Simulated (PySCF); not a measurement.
Magnetisability: `S=C1C[BH2-]N1`, [C$_{2}$H$_{5}$BNS]-, charge -1

Geometry:
```csv
atom,x (Å),y (Å),z (Å)
S1,2.475,0.044,0.035
C2,0.799,-0.029,0.032
C3,-0.197,-1.103,-0.369
B4,-1.362,0.002,0.075
N5,-0.089,0.883,0.398
H6,-0.095,-1.377,-1.432
H7,-0.072,-2.019,0.232
H8,-2.070,0.464,-0.835
H9,-2.043,-0.275,1.076
H10,0.187,1.796,0.747
```

Total charge -1.

Computed with GIAO B3LYP/3-21G magnetisability, rotational g tensor and spin-rotation constants, non-relativistic, gas phase in PySCF 2.14.0. Geometry: PBE0-D3(BJ)/def2-SVP.

For an ion the centre-of-mass motion in the field is neglected.

What are the magnetisability and the molar susceptibility?

Isotropic -933 × 10⁻³⁰ J/T², or -56.2 × 10⁻⁶ cm³/mol; principal values -996, -955, -849 × 10⁻³⁰ J/T², anisotropy 131 × 10⁻³⁰ J/T² (root of half the summed squared differences of the principal values). The susceptibility is in cgs units.

Split it along the inertial axes a, b, c into diamagnetic and paramagnetic parts about the centre of mass, with the quadrupole moment.


```tsv
axis	χ (10⁻⁶ cm³/mol)	diamagnetic (10⁻⁶ cm³/mol)	paramagnetic (10⁻⁶ cm³/mol)	summed x² of all electrons (Å²)	quadrupole Θ (D Å)
a	-58.6	-195.3	136.7	112.1	-25.76
b	-52.5	-529.8	477.3	33.2	+15.60
c	-57.5	-616.4	558.9	12.8	+10.16
```
Anisotropies 2χaa − χbb − χcc = -7.2 and 2χbb − χaa − χcc = +11.1 × 10⁻⁶ cm³/mol. Θ is traceless in Buckingham's convention.

And the rotational g tensor?


```
axis  rotational constant (GHz)        g  nuclear part  electronic part
   a                    11.6738  -0.0858        0.6641          -0.7499
   b                     2.7110  -0.0587        0.5492          -0.6079
   c                     2.2737  -0.0405        0.5565          -0.5970
```
Asymmetric top; isotopes 11B, 12C, 1H, 14N, 32S; no vibrational averaging.
